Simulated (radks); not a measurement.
The numbers below are computed, except where a source is named.
Task: Radial electron density D(r) = 4 pi r^2 rho(r) of an atom or ion with 43 electrons. Level of theory: scalar-relativistic Kohn-Sham, BLYP, spin-polarised, spherical densities, finite nucleus; Fermi nuclear charge, rms radius of each element as measured or else 0.836 A^(1/3) + 0.57 fm (a radial shooting solver on a logarithmic mesh with Libxc functionals).

```
   r/bohr * D(r) (the largest magnitude, 77.9, reaches the edge; | marks zero)
 0.003613 |       *
 0.004781 |           *
 0.006275 |                 *
 0.008303 |                        *
   0.0109 |                               *
  0.01442 |                                      *
  0.01893 |                                          *
  0.02504 |                                          *
  0.03287 |                                      *
  0.04349 |                                     *
  0.05709 |                                         *
  0.07554 |                                                  *
  0.09915 |                                                      *
   0.1312 |                                             *
   0.1722 |                                    *
   0.2278 |                                        *
   0.2991 |                                           *
   0.3957 |                              *
   0.5194 |              *
   0.6872 |            *
    0.902 |            *
    1.193 |       *
    1.567 |  *
    2.073 |*
    2.721 *
      3.6 *
    4.725 *
```

What is the nuclear charge?

Result: Z = 48. The innermost maximum, from 1s, lies near gamma/Z bohr with gamma = sqrt(1 - (Z/c)^2) = 0.937, here 0.0195 bohr (found: 0.0213), and its height grows with Z. The density is that of the cadmium ion Cd5+ in [Kr] 4d6 5s1; the configuration itself is not fixed sharply by these data, and Z only to a few units. D(r) has 4 maxima, at r = 0.0213, 0.0938, 0.281, 0.800 bohr, and minima at 0.0421, 0.182, 0.624 bohr, inside which lie 2.01, 11.11, 29.07 electrons.
